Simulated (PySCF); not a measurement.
**[Zr(Cl)2(F)2] (charge 0, multiplicity 1)**

Computed with PySCF with PBE-D3(BJ)/def2-TZVP // r2SCAN-D4/def2-SVP.

```yaml
HOMO: -8.39 eV
dipole_moment: 0.012 e·Å
HOMO–LUMO gap: 5.31 eV
LUMO: -3.08 eV
charge on the central atom (Mulliken): 1.43 e
total_energy: -31757.28 eV
cost: roughly 60 core-seconds
```

```xyz
5

Zr    -0.0002     0.0102    -0.0039
Cl    -0.3210     0.5722    -2.2553
Cl     0.2829     1.9367     1.2984
F     -1.4968    -0.9586     0.6225
F      1.5279    -1.0896     0.1587
```
Charge 0, spin multiplicity 1.
